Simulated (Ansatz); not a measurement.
Consider the atomization: `CC(C)B(O)O` → B• + 3 C• + 9 H• + 2 O•.

Gas-phase electronic energies from Ansatz, PBE0-D4/def2-TZVP geometries. CBS: MP2 limit from def2 TZ/QZ plus the TZ coupled-cluster correction, frozen cores. This one scheme is used for every species, atoms too. DFT in def2-TZVPP. No spin–orbit coupling; open shells (•) take unrestricted orbitals. Spin–orbit coupling would lower the free atoms: a little for B, C, O. One conformer a species, not always the lowest.

`CC(C)B(O)O`:

Cartesian coordinates in Å:
```
C 0.532 -0.926 -1.211
C 0.510 -0.029 0.029
C 0.278 -0.846 1.295
B -0.516 1.161 -0.158
O -1.547 1.428 0.704
O -0.377 1.980 -1.239
H 1.303 -1.698 -1.125
H 0.726 -0.349 -2.116
H -0.427 -1.437 -1.344
H 1.499 0.443 0.104
H 1.030 -1.631 1.407
H -0.697 -1.346 1.274
H 0.323 -0.230 2.199
H -1.587 0.813 1.439
H -1.050 2.667 -1.258
```

```json
{"level": "PBE-D4", "ΔE (kJ/mol)": "6302.7"}
{"level": "CCSD/def2-TZVPP", "ΔE (kJ/mol)": "5966.9"}
```

Task: What does CCSD(T)/CBS give? (Estimate.)

Result: The calculation gave: +6184.2 kJ/mol. The listed levels differ from it by 118.5, -217.3 kJ/mol.

Largest T1 diagnostic among the species: 0.014.

In def2-TZVPP, CCSD(T) changes the Hartree–Fock value by +1418.9 kJ/mol (the triples alone add +79.3 kJ/mol) and MP2 by +1528.4 kJ/mol; breaking electron pairs costs correlation energy, which Hartree–Fock lacks. From PBE to PBE0 (25 % exact exchange), in def2-TZVPP and without D4, ΔE moves by −93.7 kJ/mol: exact exchange takes away binding that semilocal exchange gives to molecules. The D4 term adds +43.7 kJ/mol with B3LYP and +23.2 kJ/mol with PBE0; it sums over pairs of atoms, weighted by their polarisabilities, and B3LYP, whose exchange is more repulsive, gets the larger term.

B3LYP here is the variant with VWN-RPA as its local correlation; programs differ in this.

For atomizations the MP2-based limit and the directly extrapolated one differ by several kJ/mol either way, and by 10 to 25 for some Ge, Se and Sn compounds, so smaller differences from it don't rank the levels.
